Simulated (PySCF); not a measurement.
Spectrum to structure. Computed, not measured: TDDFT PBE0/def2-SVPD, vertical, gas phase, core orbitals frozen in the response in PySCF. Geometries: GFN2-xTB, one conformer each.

```csv
state,E (eV),f
S1,4.43,0.0041
S2,5.20,0.0007
S3,5.42,0.470
S4,6.42,0.0023
S5,6.81,0.097
S6,6.87,0.028
S7,7.01,0.011
S8,7.29,0.014
```

Triplets computed (Tamm–Dancoff): 3.44, 3.68, 4.84 eV.

Orbital energies (eV): HOMO-3 -9.40, HOMO-2 -8.34, HOMO-1 -7.68, HOMO -7.40, LUMO -1.40, LUMO+1 0.42, LUMO+2 0.82.

**Question.** Which candidate is it? All have the formula C4H7NSi.
A. `CC#C/C=N/[SiH3]`
B. `[SiH3]/N=C/C1=CC1`
C. `N#CC[SiH]1CC1`
D. `C#C/C=N/C[SiH3]`

**Answer.** D. Its S1 lies at 4.43 eV; the nearest of the others has S1 at 3.71 eV. S1 is HOMO-1→LUMO (86%), HOMO→LUMO (13%). Löwdin shares by element: HOMO carbon 50% or more, nitrogen 22% (atoms not listed hold the other 28%); LUMO carbon 53% or more, nitrogen 29% (atoms not listed hold the other 18%). At the same level the other candidates give, for their lowest levels:
- `CC#C/C=N/[SiH3]`: 3.71 eV (f 0.000); 4.69 eV (f 0.000); 5.40 eV (f 0.421); 6.14 eV (f 0.065); 6.61 eV (f 0.000); T1 3.14 eV; HOMO -7.09, LUMO -1.50 eV
- `[SiH3]/N=C/C1=CC1`: 3.39 eV (f 0.000); 4.86 eV (f 0.428); 5.24 eV (f 0.001); 6.21 eV (f 0.018); 6.27 eV (f 0.006); T1 2.83 eV; HOMO -7.11, LUMO -1.95 eV
- `N#CC[SiH]1CC1`: 6.41 eV (f 0.009); 6.51 eV (f 0.197); 6.55 eV (f 0.008); 6.79 eV (f 0.005); 6.95 eV (f 0.010); T1 5.03 eV; HOMO -7.24, LUMO 0.07 eV

Shape of the structure used: `[CH:1]#[C:2]/[CH:3]=[N:4]/[CH2:5][SiH3:6]`: C3–N4–C5–Si6 106°.
